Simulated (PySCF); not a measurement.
Level of theory: B3LYP-D3(BJ)/def2-TZVP // PBE-D3(BJ)/def2-SVP in PySCF 2.14.0. All species are isolated molecules in the gas phase. B3LYP has the VWN-RPA correlation part, as in Gaussian. 

Reference species: [Ti(F)4] (neutral, multiplicity 1).

- mean distance from the central atom to its bonded neighbours: 1.744 Å
- charge on the central atom (Mulliken): 1.67 e
- HOMO–LUMO gap: 8.68 eV
- LUMO: -3.55 eV

After one change: the mean distance from the central atom to its bonded neighbours rises by 0.092 Å; the charge on the central atom (Mulliken) rises by 0.11 e; the HOMO–LUMO gap falls by 1.87 eV; the LUMO decreases by 1.05 eV.

**Question.** Name the change that produced these shifts. The new species is one of these.
(A) [W(=O)(F)4]
(B) [Mo(=O)(F)4]
(C) [Hf(F)4]
(D) [V(=O)(F)3]

**Answer.** A, [W(=O)(F)4]
